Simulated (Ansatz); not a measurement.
Ansatz results at the PBE0-D4/def2-TZVP geometry: HOMO energy (PBE/def2-TZVPP) -6.47 eV; LUMO energy (B3LYP/def2-TZVPP) -1.81 eV; HOMO–LUMO gap (PBE/def2-TZVPP) 3.90 eV.

Each molecule was computed in one conformer, which needn't be the lowest.

(1) Which molecule gave them?
A. `BOC(O)O`
B. `B[SiH2][InH2]`
C. `C1C[SiH2]1`
D. `C=C=C([SiH3])BF`

Answers

(1) D. The others give `B[SiH2][InH2]`: -6.04, -2.25, 3.30; `C1C[SiH2]1`: -5.81, 0.07, 5.30; `BOC(O)O`: -7.22, -0.94, 5.55.

B3LYP here is the variant with VWN-RPA as its local correlation; programs differ in this.
